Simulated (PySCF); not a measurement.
## Structure revision by computed shifts

A compound C₆H₁₁NSi gives the data below (simulated from a calculation) and was assigned the structure `C#C[Si@H](/C=C\C)NC`.

¹³C{¹H} NMR (computed): δ 160.0 (C), 150.8 (C), 108.9 (CH2), 77.6 (CH2), 55.9 (CH2), -8.6 (CH3).

¹H NMR (500 MHz, computed): δ 5.60 (br s, 1H), 5.10 (br s, 1H), 4.96 (q, 2H), 4.32 (br s, 1H), 4.13 (s, 2H), 3.99 (br s, 1H), 0.21 (t, 3H).

Calculated, not measured (PySCF 2.14.0 with density-fitted response routines): GFN2-xTB geometry, GIAO PBE0/pcSseg-1 shieldings. No relativistic terms, equivalent nuclei averaged, isolated molecule, one computed conformer.

Shifts are taken against calculated references (same method and geometry level): ¹H, ¹³C vs TMS.

**Question.** Compare with the shifts computed for the proposed structure, pairing carbons in order of shift.

**Answer.** Mapped SMILES: `[CH:1]#[C:2][Si@H:3](/[CH:4]=[CH:5]\[CH3:6])[NH:7][CH3:8]`; H(Xn) means a hydrogen on atom n.

```
atom  computed for proposal  given list  difference
  C5                  158.7       160.0        -1.3
  C4                  129.7       150.8       -21.1
  C1                   99.7       108.9        -9.2
  C2                   91.9        77.6       +14.3
  C8                   31.6        55.9       -24.3
  C6                   24.2        -8.6       +32.8
```

The rms difference is 20.0 ppm and the largest +32.8 ppm at C6 (allylic methyl carbon). The carbon types in order of shift don't match either: CH, CH, CH, C, CH3, CH3 for the proposal against C, C, CH2, CH2, CH2, CH3 in the data. The proposal doesn't fit.

**Question.** Which isomer fits?

**Answer.** `InChI=1S/C6H11NSi/c1-5-4-7(8-3)6(5)2/h1-2,4,8H2,3H3`.

Carbon types of the structure: 2 × C, 3 × CH2, 1 × CH3, leaving 2 H on heteroatoms. δC 160.0: alkene carbon bearing nitrogen; an sp2 carbon further deshielded by the attached heteroatom. δC 150.8: fully substituted alkene carbon; as expected for a trigonal carbon in a double bond. δC 108.9: terminal =CH2 carbon; an sp2 carbon of a C=C bond. δC 77.6: β carbon of an enol-ether or enamine type C=C; the O or N lone pair pushes π density onto this β carbon and shields it.

Other isomers checked: C=N[C@]1(C(=C)C)C[SiH2]1 (rms 20.9 ppm).

This is the structure that produced the data.

Shifts are as computed. Against solution values, carbons near 30 ppm lie about +3 ppm off and those near 130 ppm about +5 ppm. Of 1309 compounds with measured shifts, 239 miss one by over three times the rms of a fit or turn the order of signals round; such compounds aren't used in these exercises. No couplings were computed; multiplicities are counted from neighbouring protons, with m where these are inequivalent, close in shift, in a saturated or five-membered ring or joined by F or P, and br s for small geminal =CH2 splittings.
